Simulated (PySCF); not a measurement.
**[HfH3(NH3)]+: from a saddle point downhill**

PySCF 2.14.0, RKS PBE0, Hf def2-SVP with ECP60, H def2-SVP, N def2-SVP; non-relativistic Hamiltonian with scalar-relativistic core potentials where named; density fitting; no spin-orbit coupling. Relaxed within the symmetry of its start, the geometry (C3v) is

```xyz
8

Hf    0.1114   -0.1114    0.1114
H     1.1503    0.9441    1.1503
H    -0.9441   -1.1503    1.1503
H     1.1503   -1.1503   -0.9441
N    -1.2148    1.2148   -1.2148
H    -1.8383    1.8383   -0.6833
H    -0.6833    1.8383   -1.8383
H    -1.8383    0.6833   -1.8383
```

and its lowest harmonic modes are -65, 265, 265, 362, 530, 644 cm⁻¹ (negative: unstable). It was moved along the lowest mode and relaxed again, within the group C3 that the move left.

Q: Where does it end, and how much lower?

A: In C3v, 0.022 eV lower, after 16 steps:
```xyz
8

Hf    0.1074   -0.1074    0.1074
H     1.4170    0.9081    0.8337
H    -0.9081   -0.8337    1.4170
H     0.8337   -1.4170   -0.9081
N    -1.2117    1.2117   -1.2117
H    -2.1947    1.2444   -0.9061
H    -0.9061    2.1947   -1.2444
H    -1.2444    0.9061   -2.1947
```

Q: How do the contacts change?

A: 
| contact | saddle (Å) | end (Å) |
| --- | --- | --- |
| Hf1–H2 (H) | 1.809 | 1.809 |
| Hf1–H3 (H) | 1.809 | 1.809 |
| Hf1–H4 (H) | 1.809 | 1.809 |
| Hf1–N5 (NH3) | 2.297 | 2.285 |


Q: Is the end a minimum?

A: Yes; lowest modes 146, 233, 233, 362, 519, 638 cm⁻¹.

State: singlet.
